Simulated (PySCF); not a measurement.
Compound: C2H5FNSi (doublet state).
Z-matrix (Å and degrees, GFN2-xTB geometry), rows numbered from 1:
```
C 
C   1  1.3106
Si  2  1.9291  1  122.31
N   3  1.6528  2  103.03  1  -119.13
F   3  1.6245  2  103.67  1     8.81
H   1  1.0821  2  121.88  3  -177.58
H   1  1.0779  2  122.52  3     1.51
H   2  1.0759  1  123.72  3  -179.86
H   3  1.4517  2  106.77  1   118.07
H   4  1.0077  3  124.40  2   106.90
```

The hyperfine couplings belong to this conformer and change with its torsions.

The species is `C=C[Si@@H]([NH])F` [radical].

Method: UKS B3LYP, pcH-1 on C F H N Si, non-relativistic, mean-field spin-orbit, GIAO in PySCF 2.14.0. Isolated species at its GFN2-xTB geometry (one conformer only). Couplings are sensitive to structure, and on GFN2-xTB geometries they can be far from those on DFT ones. Stability of the SCF solution: not tested.

Principal values of hyperfine tensors in MHz (contact, dipolar and spin–orbit terms together), for some of the nuclei:

```
atom  isotope       A1      A2      A3
  H9       1H    78.92   80.77   88.33
 Si3     29Si    61.15   65.51   71.09
  C2      13C    51.75   52.65   82.41
 H10       1H  -103.63  -62.84    3.80
  N4      14N   -12.20  -11.63  105.91
  H6       1H    18.05   18.96   23.98
  H7       1H     4.58    6.44   10.02
  C1      13C     0.56    1.93    9.79
```

**Question.** Give the isotropic coupling of each nucleus in MHz and in mT (g = 2.0050), and the anisotropic part.

**Answer.** a_iso = (A1 + A2 + A3)/3, Ti = Ai − a_iso; 1 mT corresponds to 28.062 MHz. The tensors hold a spin–orbit part: the run splits a_iso into a_FC + a_SO, and T includes its anisotropic share.

```json
{"atom": "H9", "a_iso (MHz)": "82.68", "a_FC": "82.67", "a_SO": "0.01", "a_iso (mT)": "2.946", "T1": "-3.75", "T2": "-1.90", "T3": "5.66"}
{"atom": "Si3", "a_iso (MHz)": "65.91", "a_FC": "66.02", "a_SO": "-0.10", "a_iso (mT)": "2.349", "T1": "-4.77", "T2": "-0.41", "T3": "5.17"}
{"atom": "C2", "a_iso (MHz)": "62.27", "a_FC": "62.29", "a_SO": "-0.02", "a_iso (mT)": "2.219", "T1": "-10.52", "T2": "-9.62", "T3": "20.14"}
{"atom": "H10", "a_iso (MHz)": "-54.22", "a_FC": "-54.39", "a_SO": "0.17", "a_iso (mT)": "-1.932", "T1": "-49.40", "T2": "-8.61", "T3": "58.02"}
{"atom": "N4", "a_iso (MHz)": "27.36", "a_FC": "27.21", "a_SO": "0.14", "a_iso (mT)": "0.975", "T1": "-39.56", "T2": "-38.99", "T3": "78.55"}
{"atom": "H6", "a_iso (MHz)": "20.33", "a_FC": "20.33", "a_SO": "0.00", "a_iso (mT)": "0.725", "T1": "-2.28", "T2": "-1.37", "T3": "3.65"}
{"atom": "H7", "a_iso (MHz)": "7.01", "a_FC": "7.02", "a_SO": "0.00", "a_iso (mT)": "0.250", "T1": "-2.43", "T2": "-0.57", "T3": "3.00"}
{"atom": "C1", "a_iso (MHz)": "4.09", "a_FC": "4.10", "a_SO": "-0.01", "a_iso (mT)": "0.146", "T1": "-3.53", "T2": "-2.17", "T3": "5.70"}
```

**Question.** What spin density at the nucleus of H9 lies behind its contact coupling (g_N = 5.58569)?

**Answer.** a_FC = (2μ0/3) gₑ μB g_N μN ρ(0)/(2S·h) = 800.24 MHz × g_N × ρ(0)/(2S), with ρ in bohr⁻³. With a_FC = 82.67 MHz and 2S = 1, ρ(0) = 0.0185 bohr⁻³. In magnitude that is 5.8 % of the 1/π = 0.318 of a free hydrogen atom.

**Question.** F5 (19F, g_N = 5.25774) isn't in the table. Its spin density at the nucleus is -0.005819 bohr⁻³. What is its contact coupling?

**Answer.** By the same relation, a_FC = -24.5 MHz. Its full tensor has the principal values -29.35, -23.68, -20.51 MHz.

**Question.** Which nucleus of the table has the largest anisotropic coupling, and what is its form?

**Answer.** N4: -39.6, -39.0, 78.6 MHz (the dipolar term alone has -39.9, -38.8, 78.7), axial, in the ratio −1:−1:+2, the form that spin in one p orbital centred on that nucleus gives.

**Question.** In a single crystal, with the field along each principal axis of the tensor of H9 in turn, what first-order splitting does this nucleus give (isotropic g, quadrupole terms neglected)?

**Answer.** 2 lines (I = 1/2), spaced by |A_i|/(g × 13.996): 2.81, 2.88, 3.15 mT along the axes of A1, A2 and A3.
